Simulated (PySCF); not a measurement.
**How methods differ on the excitation energy of Cl²⁺**

Cl²⁺ [Ne] 3s2 3p3 (4S) → Cl²⁺ [Ne] 3s1 3p3 3d1 (6D), as a difference of total energies. Calculation: PySCF 2.14, in aug-cc-pCVTZ-DK (8s7p5d3f, 75 functions); scalar relativity by spin-free X2C-1e. Correlated levels: valence and next inner shell: 1s2 frozen. The calculations carry no spin-orbit coupling.

| method | excitation energy (cm⁻¹) |
| --- | --- |
| UHF | 195160 |
| MP2 (valence and next inner shell) | 211950 |
| SCS-MP2 (valence and next inner shell) | 215300 |
| CCSD (valence and next inner shell) | 213420 |
| CCSD(T) (valence and next inner shell) | 214260 |

The promoted electron is Rydberg-like, and one or two diffuse shells describe it only roughly, which tends to raise the upper state.
